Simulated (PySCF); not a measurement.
B(F)(Cl)(OH) (BClFHO), SMILES OB(Cl)F. Geometry: B3LYP-D3(BJ)/def2-SVP. The values are those of a single conformer.

TDA-M06-2X/def2-SVPD (PySCF) puts the lowest singlet excitations at 8.24, 8.47, 8.56, 9.07, 9.58, 9.81 eV.

**Question.** What are the lowest excitation roots from PySCF 2.14.0 with ADC(2)/aug-cc-pVDZ? (Estimate from the structure and the level; the computed values follow.)

**Answer.** 8.50, 8.58, 8.77, 9.22, 9.24, 9.47 eV. S1 differs by 0.26 eV (second minus first; roots are paired by order, and the bases may differ).
